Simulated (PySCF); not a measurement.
Compound: C4H8F2Si.
SMILES with atom numbers: `[CH3:1][C@@:2]1([CH:3]([F:4])[F:5])[CH2:6][SiH2:7]1` (hydrogens: H8, H9, H10 on C1; H11 on C3; H12, H13 on C6; H14, H15 on Si7)

Cartesian coordinates in Å at the PBE0-D3(BJ)/def2-SVP level; atoms count from 1:
```
atom  x, y, z in Å
C1     1.5360   -0.1471   -0.3738
C2     0.0862    0.0660    0.0067
C3    -0.2188    1.4679    0.4436
F4     0.0916    2.3551   -0.5398
F5     0.5225    1.8101    1.5232
C6    -0.9746   -0.5680   -0.9108
Si7   -0.8951   -1.3326    0.7837
H8     1.7934    0.4650   -1.2536
H9     1.7348   -1.2000   -0.6240
H10    2.2009    0.1367    0.4542
H11   -1.2849    1.6155    0.6973
H12   -0.5918   -1.1110   -1.7816
H13   -1.8441    0.0521   -1.1597
H14   -1.9740   -1.0125    1.7511
H15   -0.2000   -2.6274    0.9788
```

Theory: PySCF 2.14.0, density-fitted response routines, TDDFT CAM-B3LYP/def2-SVPD, vertical, gas phase, core orbitals frozen in the response.

Excitation energies and transition dipoles (atomic units, axes of the coordinates) of those of the lowest 10 singlets that add 0.02 au or more to the mean polarisability:

| state | ΔE (hartree) | μx | μy | μz |
| --- | --- | --- | --- | --- |
| S1 | 0.2378 | -0.413 | -0.774 | 0.810 |
| S3 | 0.2620 | -0.168 | -0.257 | -0.144 |
| S4 | 0.2640 | 0.219 | 0.111 | 0.013 |
| S5 | 0.2693 | 0.135 | -0.002 | 0.106 |
| S6 | 0.2829 | 0.312 | 0.120 | 0.181 |
| S7 | 0.2911 | -0.030 | -0.072 | 0.191 |
| S8 | 0.2959 | 0.071 | 0.109 | -0.068 |
| S9 | 0.3039 | -0.085 | -0.112 | -0.082 |
| S10 | 0.3148 | 0.127 | 0.361 | 0.399 |

Problem. What does each state add to αxx, αyy and αzz, and how do the sums compare with the full static tensor?

Solution. Each state adds 2 μα² / ΔE.

```
        state  αxx (au)  αyy (au)  αzz (au)
           S1      1.44      5.03      5.52
           S3      0.22      0.51      0.16
           S4      0.36      0.09      0.00
           S5      0.13      0.00      0.08
           S6      0.69      0.10      0.23
           S7      0.01      0.04      0.25
           S8      0.03      0.08      0.03
           S9      0.05      0.08      0.04
          S10      0.10      0.83      1.01
all 10 states       3.0       6.8       7.4
full response      75.0      79.5      74.8
    share (%)         4         9        10
```

The rest comes from the higher roots of the same response equations.

Problem. Give the full tensor and its principal values.

Solution. In au, rows and columns x, y, z:
```
x   75.0  5.0 -4.7
y    5.0 79.5 -6.1
z   -4.7 -6.1 74.8
```
Principal values 70.0, 71.9 and 87.4 au; mean 76.4 au (11.33 Å³).

Problem. By how much does the contribution of these states grow at 589.3 nm?

Solution. With ω = 0.0773 hartree each state's term in the mean polarisability goes from f / ΔE² to f / (ΔE² − ω²), f = (2/3) ΔE |μ|²; the sum over all 10 states goes from 5.72 to 6.33 au, a rise of 0.61 au. The full frequency-dependent response rises by 2.28 au, from 76.43 to 78.71 au.

A one-level model with all 42 active electrons at a single energy would need ΔE = √(N/α) = 20.2 eV to give this α, against S1 at 6.47 eV.

One conformer stands for the species.
